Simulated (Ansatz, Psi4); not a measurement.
Molecule: AlOF, net charge 0, singlet state. SMILES: [O]=[Al][F]
Coordinates optimised at B3LYP-D3(BJ)/def2-TZVP (Ansatz, an electronic-structure program):
```xyz
3

Al     0.0000     0.0000    -0.0650
O      0.0000     0.0000    -1.6623
F      0.0000     0.0000     1.5714
```

Quantity: vertical triplet-singlet gap, E(triplet) - E(singlet), in eV. Conventions: frozen cores in correlated levels; UHF or UKS for open shells; each state is the SCF solution reached for its charge and spin; non-relativistic; six Cartesian d functions in 6-31G* and its kin unless marked 5d; no dispersion term unless named; 6-311+G** with 5d, 6d on Na to Ar in Ansatz; spin-orbit terms left out. First-principles rows: single points at B3LYP-D3(BJ) geometries (Ansatz). Levels can end on unlike triplets.

| level | program | vertical triplet-singlet gap, E(triplet) - E(singlet) (eV) |
|---|---|---|
| HF/6-311+G** | Ansatz | 1.31 |
| PBE/6-31G* | Ansatz | 2.95 |
| PBE/6-311+G** | Ansatz | 3.04 |
| B3LYP/3-21G | Ansatz | 2.55 |
| B3LYP/6-31G* | Ansatz | 2.72 |
| B3LYP/6-311+G** | Ansatz | 2.81 |
| wB97X-D/6-31G* | Psi4 | 2.82 |
| MP2/6-31G* | Ansatz | 3.33 |
| MP2/6-311+G** | Ansatz | 3.43 |
| PBE/def2-TZVPD | Ansatz | 3.00 |
| B3LYP/def2-TZVPD | Ansatz | 2.77 |
| PBE0/def2-TZVPD | Ansatz | 2.65 |

No value to compare with is used here. The 9 habitual levels span 1.31 (HF/6-311+G**) to 3.43 eV (MP2/6-311+G**); PBE/def2-TZVPD gives 3.00.

The levels are drawn from those run, B3LYP/6-31G* more often than the rest, none by its result; left out are runs that failed, that the program found above a lower state of the same kind, or whose <S^2> lies over 0.5 above the pure value.
